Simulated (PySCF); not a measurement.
**How methods differ on the fine-structure interval of Er⁵¹⁺**

Er⁵¹⁺ [Ne] 3s2 3p5 [3p1/2^2 3p3/2^3, M_J = 3/2] → Er⁵¹⁺ [Ne] 3s2 3p5 [3p1/2^1 3p3/2^4, M_J = 1/2], as a difference of total energies. Computed with PySCF 2.14 in an uncontracted even-tempered set (18 s from 14 bohr⁻², ratio 2.4; 14 p from 18 bohr⁻², ratio 2.4; 4 d from 65 bohr⁻², ratio 2.6; 4 f from 98 bohr⁻², ratio 2.6), with the two-component X2C-1e Hamiltonian. Correlated levels: 1s2 frozen; the 52 highest virtual spinors dropped. "Screened" scales the spin-orbit matrix elements by Boettger's factors to mimic the two-electron term; Breit and QED terms are absent.

| method | fine-structure interval (cm⁻¹) |
| --- | --- |
| GHF (screened spin-orbit) | 1901200 |
| GMP2 (screened spin-orbit) | 1902100 |
| GHF (bare spin-orbit) | 1964000 |
